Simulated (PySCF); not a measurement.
# Bi⁷³⁺ (bismuth, charge +73) across methods

[Ne], closed-shell 1S. Computed with PySCF 2.14 in an uncontracted even-tempered set (18 s from 56 bohr⁻², ratio 2.2; 13 p from 72 bohr⁻², ratio 2.2; 5 d from 280 bohr⁻², ratio 2.4; 5 f from 420 bohr⁻², ratio 2.4; 4 g from 630 bohr⁻², ratio 2.4), with scalar relativity by spin-free X2C-1e.

| method | E (hartree) | mean ε 1s (eV) | mean ε 2s (eV) | mean ε 2p (eV) | Σ⟨r²⟩ (bohr²) | ⟨S²⟩ |
| --- | --- | --- | --- | --- | --- | --- |
| LDA | -14288.61 | -97301.9 | -22861.8 | -20659.7 | 0.03592 | 0.000 |
| M06 | -14302.11 | -97592.4 | -22960.1 | -20723.8 | 0.03588 | 0.000 |
| UHF | -14299.81733 | -98112.8 | -23131.9 | -20864.5 | 0.03586 | 0.000 |
| BHandHLYP | -14301.32 | -97755.5 | -23007.4 | -20767.5 | 0.03588 | 0.000 |
| PBE | -14301.15 | -97388.1 | -22880.2 | -20667.0 | 0.03590 | 0.000 |
| PBE0 | -14300.92 | -97569.4 | -22943.6 | -20716.8 | 0.03589 | 0.000 |

Estimate the same row for r2SCAN.

E (hartree) = -14301.67; mean ε 1s (eV) = -97481.4; mean ε 2s (eV) = -22918.1; mean ε 2p (eV) = -20691.1; Σ⟨r²⟩ (bohr²) = 0.03587; ⟨S²⟩ = 0.000.

Spin-orbit coupling, which splits the p, d and f shells strongly at this Z, is absent.
